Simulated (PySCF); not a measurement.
BiF5: from a saddle point downhill

PySCF 2.14.0, RKS PBE, Bi def2-SVP with ECP60, F def2-SVP; non-relativistic Hamiltonian with scalar-relativistic core potentials where named; density fitting; no spin-orbit coupling. Relaxed within the symmetry of its start, the geometry (C4v) is

```xyz
6

Bi    0.0000    0.0000   -0.0155
F     0.0000    0.0000    2.0007
F     1.9841    0.0000   -0.4575
F     0.0000    1.9841   -0.4575
F    -1.9841    0.0000   -0.4575
F     0.0000   -1.9841   -0.4575
```

and its lowest harmonic modes are -47, 143, 143, 166, 200, 200 cm⁻¹ (negative: unstable). It was moved along the lowest mode and relaxed again, within the group C2v that the move left.

(1) Where does it end, and how much lower?

(2) How do the contacts change?

(3) Is the end a minimum?

State: singlet.

Answers

(1) In C2v, 0.021 eV lower, after 7 steps:
```xyz
6

Bi    0.0000    0.0000    0.0059
F     0.0000    0.0000    2.0284
F     2.0335    0.0000   -0.0677
F     0.0000    1.8282   -0.8719
F    -2.0335    0.0000   -0.0677
F     0.0000   -1.8282   -0.8719
```

(2) 
```
   contact  saddle (Å)  end (Å)
Bi1–F2 (F)       2.016    2.022
Bi1–F3 (F)       2.033    2.035
Bi1–F4 (F)       2.033    2.028
Bi1–F5 (F)       2.033    2.035
Bi1–F6 (F)       2.033    2.028
```


(3) Yes, as far as the noise of the softest modes lets one tell (those above −25 cm⁻¹ count as noise); lowest modes 54, 81, 173, 180, 188, 195 cm⁻¹.
